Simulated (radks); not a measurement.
Initial-state core-level shifts of neutral praseodymium when its valence configuration changes from [Xe] 4f3 6s2. Method: Dirac Kohn-Sham, PBE, spin-unpolarised, spherical densities, point nucleus; open shells fill j = l - 1/2 first; computed with a radial shooting solver on a logarithmic mesh with Libxc functionals. Shifts are changes of the shell-averaged eigenvalues in eV (positive: less bound).

valence               2p       3p       3d       4d
4f1 5d2 6s2      -14.095  -16.478  -16.276  -13.901
4f3 6s1 6p1       -1.015   -0.997   -0.999   -1.014
4f1 5d2 6s1 6p1  -15.127  -17.515  -17.313  -14.937
4f2 5d1 6s2       -6.342   -7.361   -7.274   -6.363
4f3 5d1 6s1       +1.090   +1.028   +1.038   +1.091
5d2 6s2 6p1      -26.410  -30.393  -30.070  -25.624
4f2 5d2 6p1       -5.644   -6.695   -6.598   -5.685
4f2 6s2 6p1       -9.473  -10.447  -10.372   -9.449
